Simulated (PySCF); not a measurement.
Gas-phase reaction: 2 SiH₂(NH₂)₂ + SiHBr₃ ⇌ 4 NH + 3 SiH₃Br, at 600 K and a standard pressure of 1 bar. Level: ωB97M-V/def2-TZVP†.

Energies from PySCF, thermal terms from the rigid-rotor harmonic-oscillator model, ideal gas at 1 bar. † marks an energy on the PBE0/def2-TZVP geometry and frequencies. Open shells (unrestricted): NH (multiplicity 3); the rest are closed-shell singlets. Br: all electrons, no relativistic terms. No R ln 2 is added for the mirror-image form of SiH₂(NH₂)₂. SiH₂(NH₂)₂: computed as isolated molecules; such fragments, hydroxides, amides, oligomers or adducts are transient or little studied in the gas. The harmonic model lacks anharmonicity and excited electronic states, which grow with temperature; levels with a mode under 35 cm⁻¹ are left out. Internal rotation in SiH₂(NH₂)₂ is treated as a harmonic vibration of one conformer, which makes the entropy rough. Soft modes under 120 cm⁻¹ make the harmonic entropy rough for SiHBr₃.

| species | E (Ha) | H(600 K) − E (kJ/mol) | S°(600 K) (J/mol/K) |
|---|---|---|---|
| SiH₂(NH₂)₂ | -402.64650 | 232.5 | 366.2 |
| SiHBr₃ | -8012.26871 | 77.8 | 411.8 |
| NH | -55.22092 | 37.2 | 201.5 |
| SiH₃Br | -2865.31923 | 98.8 | 307.3 |
E: electronic energy; H − E holds the zero-point and thermal terms. 1 Ha = 2625.5 kJ/mol.

Question: Work out ΔH°, ΔS°, ΔG° and log10 K from these numbers.

Answer: 1. ΔE = 4×(-55.22092) + 3×(-2865.31923) − 2×(-402.64650) − 1×(-8012.26871) = 0.72034 Ha = 1891.3 kJ.
2. Δ(H − E) = 4×(37.2) + 3×(98.8) − 2×(232.5) − 1×(77.8) = -97.6 kJ, so ΔH° = 1793.7 kJ.
3. ΔS° = 4×(201.5) + 3×(307.3) − 2×(366.2) − 1×(411.8) = 583.7 J/K; the number of gas molecules changes by +4.
4. ΔG° = ΔH° − TΔS° = 1793.7 − 600×(583.7)/1000 = 1443.5 kJ.
5. log10 K = −ΔG°/(RT ln 10) = -125.63, with RT ln 10 = 11.49 kJ/mol; at standard pressures the reactants are favoured.
6. A shift of 10 kJ in ΔE would move log10 K by 0.87 here.
For scale, ΔH°(298 K) is 1794 kJ at this level, 1780 kJ at ωB97X-V/def2-TZVP†, and runs from 963 to 2402 kJ over the 20 levels computed.
